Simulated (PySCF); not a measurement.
# Br¹⁹⁺: ionisation energy

Br¹⁹⁺ [Ne] 3s2 3p4 (3P) → Br²⁰⁺ [Ne] 3s2 3p3 (4S), as a difference of total energies. Computed with PySCF 2.14 in an uncontracted even-tempered set (19 s from 1.5 bohr⁻², ratio 2.5; 12 p from 2 bohr⁻², ratio 2.5; 5 d from 11 bohr⁻², ratio 2.7; 4 f from 17 bohr⁻², ratio 2.7), with scalar relativity by spin-free X2C-1e. Correlated levels: outer shells: 1s2 frozen; virtual orbitals above 40 to 60 times the deepest correlated orbital energy dropped. The calculations carry no spin-orbit coupling.

```json
{"method": "UHF", "ionisation energy (eV)": "807.42"}
{"method": "MP2 (outer shells)", "ionisation energy (eV)": "808.43"}
{"method": "SCS-MP2 (outer shells)", "ionisation energy (eV)": "808.46"}
{"method": "CCSD (outer shells)", "ionisation energy (eV)": "808.41"}
{"method": "CCSD(T) (outer shells)", "ionisation energy (eV)": "808.42"}
```

**Question.** How much does correlation contribute at CCSD(T) (outer shells)?

**Answer.** 808.42 − (807.42) = 1.00 eV, measured against UHF.

Spin-orbit coupling is strong in these open shells (close to jj coupling). The scalar numbers leave it out and a first-order estimate fails, so it can dominate the gap to the real levels.

Breit and QED terms and the two-electron picture change are absent.

For comparison: 809.8 ± 1.2 eV (semi-empirical (NIST evaluation); NIST Atomic Spectra Database, ionization energies).
